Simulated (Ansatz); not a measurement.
Input for Ansatz (a program for electronic structure):
Ansatz 0.2 input:
```yaml
crystal:
  periodic: [false, false, false]
  atoms:
    - {symbol: O, position_ang: [-0.00000000, -0.00000000, -1.66686897]}
    - {symbol: C, position_ang: [-0.00000000, -0.00000000, -0.51282480]}
    - {symbol: S, position_ang: [0.00000000, 0.00000000, 1.02574379]}
basis:
  gaussian:
    orbitals: cc-pVDZ
magnetization: {spin_polarized: false}
correlation: {method: mp2}
```

Q: Predict the MP2 correlation energy from MP2/cc-pVDZ run with Ansatz.

A: -0.4346 Eh

Q: Estimate the number of basis functions that MP2/cc-pVDZ returns for this input.

A: 46

Q: Predict the total energy from MP2/cc-pVDZ.

A: -510.7247 Eh
